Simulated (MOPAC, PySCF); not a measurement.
H$_{3}$AlO, SMILES `[OH][AlH2]` (H–O–Al–H torsion 0°), neutral singlet in the gas phase. 

Cartesian coordinates (Å):
```xyz
5

O      1.1620     0.3234    -0.0114
Al    -0.5101     0.0732     0.0076
H      1.8254    -0.3651    -0.0285
H     -1.0787    -1.3957    -0.0019
H     -1.3986     1.3642     0.0342
```
Charge 0, spin multiplicity 1.

All levels are single points at this geometry (CAM-B3LYP-D3(BJ)/def2-TZVP); Pople sets use spherical d functions. Orbital energies aren't observables, and empty levels follow the basis.

B3LYP/6-31G* in PySCF gives HOMO (eV) = -8.02.

Q: Estimate the HOMO (eV) from each of these levels: CAM-B3LYP-D3(BJ)/def2-TZVP in PySCF; PBE-D3(BJ)/def2-TZVP in PySCF; TPSSh-D3(BJ)/def2-TZVP in PySCF; B3LYP/6-311+G** in PySCF; B3LYP/LANL2DZ in PySCF; M06-2X/6-31G* in PySCF; PBE/6-31G* in PySCF; SVWN5/6-31G* in PySCF; HF/3-21G in PySCF; HF/STO-3G in PySCF; PM3 in MOPAC; PM7 in MOPAC.

A: 
| level | HOMO (eV) |
|---|---|
| CAM-B3LYP-D3(BJ)/def2-TZVP in PySCF | -9.79 |
| PBE-D3(BJ)/def2-TZVP in PySCF | -7.00 |
| TPSSh-D3(BJ)/def2-TZVP in PySCF | -7.76 |
| B3LYP/6-311+G** in PySCF | -8.22 |
| B3LYP/LANL2DZ in PySCF | -8.07 |
| M06-2X/6-31G* in PySCF | -9.46 |
| PBE/6-31G* in PySCF | -6.83 |
| SVWN5/6-31G* in PySCF | -6.85 |
| HF/3-21G in PySCF | -11.38 |
| HF/STO-3G in PySCF | -8.41 |
| PM3 in MOPAC | -10.72 |
| PM7 in MOPAC | -12.15 |
